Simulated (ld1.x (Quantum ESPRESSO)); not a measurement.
# Fe (Z = 26), TM: configuration errors across variants

```
Element                 : iron
Generator               : ld1.x (Quantum ESPRESSO) 7.5
Type                    : norm-conserving Troullier–Martins (Kleinman–Bylander form)
Functional              : LDA (PZ)
Relativity              : scalar-relativistic
Frozen core             : [Ne]
Valence charge          : 16
Reference configuration : 3s2 3p6 3d6 4s0 4p0 (charge +2)
Partial waves           : 3s (bound): rc 1.35 bohr; 3p (bound): rc 1.05 bohr; 3d (bound): rc 1.25 bohr
Local potential         : all-electron potential smoothed inside 1.20 bohr (lloc = -1)
Core correction         : a·sin(br)/r model core inside 1.00 bohr
```

All-electron excitation energies from the reference (eV): (1) 3s2 3p6 3d6 4s2 4p0 -25.473; (2) 3s2 3p6 3d6 4s1 4p0 -16.492; (3) 3s2 3p6 3d5 4s0 4p0 34.529; (4) 3s2 3p5 3d6 4s2 4p0 42.111; (5) 3s2 3p6 3d5 4s2 4p0 -10.998; (6) 3s1 3p6 3d6 4s2 4p0 75.921; (7) 3s2 3p6 3d6 4s1.5 4p0 -21.877; (8) 3s2 3p6 3d6 4s0 4p0 spin -3.590; (9) 3s2 3p6 3d6 4s2 4p0 spin -28.862.

Spin tests fill each open shell by Hund’s rule, majority spin first.

Errors AE − PS in meV (a dash: test not solved or not reliable):

```tsv
change	(1)	(2)	(3)	(4)	(5)	(6)	(7)	(8)	(9)	bound ghosts
base	+139	+91	+3.6	+239	+272	+121	+119	+390	+505	none
all radii but the core radius scaled by about 0.77 (s 1.04, p 0.80, d 0.96 bohr); local potential all-electron potential smoothed inside 0.92 bohr (lloc = -1)	+358	+233	+2.9	+650	+638	+636	+307	+437	+765	none
all radii but the core radius scaled by about 0.89 (s 1.20, p 0.94, d 1.12 bohr); local potential all-electron potential smoothed inside 1.08 bohr (lloc = -1)	+367	+239	-0.8	+653	+652	+592	+314	+410	+746	none
all radii but the core radius scaled by about 1.04 (s 1.40, p 1.08, d 1.30 bohr); local potential all-electron potential smoothed inside 1.24 bohr (lloc = -1)	+95	+62	+5.4	+157	+206	+3.5	+82	+378	+452	none
all radii but the core radius scaled by about 1.12 (s 1.52, p 1.18, d 1.40 bohr); local potential all-electron potential smoothed inside 1.36 bohr (lloc = -1)	-1554	-1009	+2.1	-2765	-2552	-3040	-1332	+360	-1170	none
all radii but the core radius scaled by about 1.34 (s 1.80, p 1.40, d 1.68 bohr); local potential all-electron potential smoothed inside 1.60 bohr (lloc = -1)	+1275	+824	+28	+2095	+2175	+1814	+1089	+309	+1531	none
```

Q: Give the same row for: all radii but the core radius scaled by about 1.24 (s 1.68, p 1.30, d 1.56 bohr); local potential all-electron potential smoothed inside 1.48 bohr (lloc = -1).

A: +3332, +2143, +19, +5592, +5409, +5495, +2837, +333, +3546; bound ghosts: none.
